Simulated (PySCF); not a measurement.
All values below come from B3LYP-D3(BJ)/def2-TZVP // r2SCAN-D4/def2-SVP in PySCF. Isolated molecules, 0 K electronic values unless said otherwise. B3LYP has the VWN-RPA correlation part, as in Gaussian. 

Reference species: [Zr(Cl)2(F)2] (neutral, multiplicity 1).

```json
{
 "HOMO–LUMO gap": "7.01 eV",
 "mean_distance_from_the_central_atom_to_its_bonded_neighbours": "2.116 Å",
 "LUMO": "-2.52 eV",
 "HOMO": "-9.53 eV"
}
```

After one change: the HOMO–LUMO gap drops by 0.34 eV; the mean distance from the central atom to its bonded neighbours increases by 0.107 Å; the LUMO drops by 0.24 eV; the HOMO increases by 0.10 eV.

Question: Name the change that produced these shifts. The new species is one of these.
A) [Zr(Cl)4]
B) [Zr(Cl)(F)3]
C) [Zr(F)4]
D) [Zr(Cl)3(F)]

Answer: D, [Zr(Cl)3(F)]
